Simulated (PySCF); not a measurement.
# Bond lengths and vibrations by method: BH3NSi

All numbers below are calculated, not measured. They come from PySCF 2.14.0, an open-source quantum chemistry program, on an isolated molecule that a program drew, which may never have been made. The molecule is BH3NSi (charge 0, doublet), drawn as the SMILES string `B=N[SiH2]`.

The geometry was optimised and harmonic frequencies were computed with HF and MP2, all in the cc-pV(D+d)Z basis, for the commonest isotopes, with a restricted reference for singlets and an unrestricted one otherwise, and a frozen core in MP2. Each result is a local minimum of its method.

Geometry at the HF minimum:
```xyz
6
BH3NSi, angstrom
B    -2.8796   -0.4210    1.6400
N    -1.7390   -0.0746    1.2864
Si   -0.2377    0.4794    0.6933
H    -3.9517   -0.7519    1.9785
H     0.6044   -0.6592    0.2556
H     0.4764    1.2645    1.7281
```

Lengths of the bonds as drawn, in Å (atoms numbered as above):
```
  bond     HF    MP2
 B1-N2  1.243  1.270
N2-Si3  1.707  1.728
 B1-H4  1.172  1.180
Si3-H5  1.482  1.484
Si3-H6  1.482  1.484
```

Rotational constants, in GHz:
```
constant,HF,MP2
A,134.1,132.8
B,5.496,5.342
C,5.37,5.222
```

Harmonic frequencies in cm^-1, each column in rising order, so a row needn't be the same motion in every method:
```
rank    HF   MP2
   1   180   166
   2   201   186
   3   741   694
   4   767   710
   5   815   717
   6   830   728
   7   840   781
   8  1009     ?
   9  1970  1837
  10  2284  2255
  11  2295  2280
  12  2989  2908
```

**Estimate the missing MP2 frequency from the HF column.**

A single factor s that minimises the squared misfit of MP2 against s times HF over the other rows is sum(HF x MP2) / sum(HF^2) = 0.9660, with an rms misfit of 47 cm^-1. For rank 8 it gives 0.9660 x 1009 = 975 cm^-1. The calculation gives 961 cm^-1, 14 cm^-1 below the estimate. The drawn bonds are on average 0.9 % longer in MP2 than in HF.
